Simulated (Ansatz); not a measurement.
Molecule: GeI₂ (charge 0, triplet). This is an excited triplet: at this geometry the singlet lies 1.79 eV lower at RI-MP2/CBS(def2-TZVPPD,def2-QZVPPD)+[CCSD(T)-MP2]/def2-TZVPPD. 
Structure (B3LYP-D3(BJ)/def2-TZVP (Ansatz, a quantum-chemistry and plane-wave program) minimum search):
```
Ge
I 1 2.5639
I 1 2.5639 2 120.82
```
Charge 0, spin multiplicity 3.

Basis-set convergence of Hartree-Fock and MP2 correlation energies (hartree) with Ansatz. Cores are frozen in the correlated levels unless marked. UHF or UKS for open shells. Spin-orbit coupling is left out. Frozen are the shells of the preceding noble gas and the d and f shells that filled before the atom's block. Past Kr the def2 sets carry scalar-relativistic core potentials.

```csv
basis,functions,E(HF),"E(corr, MP2)"
def2-SVPD,108,-2668.44135,-0.26040
def2-TZVPPD,172,…,…
```

Task: Complete the blanks.

Result: 
- def2-TZVPPD, E(HF): -2668.72409
- def2-TZVPPD, E(corr, MP2): -0.34146
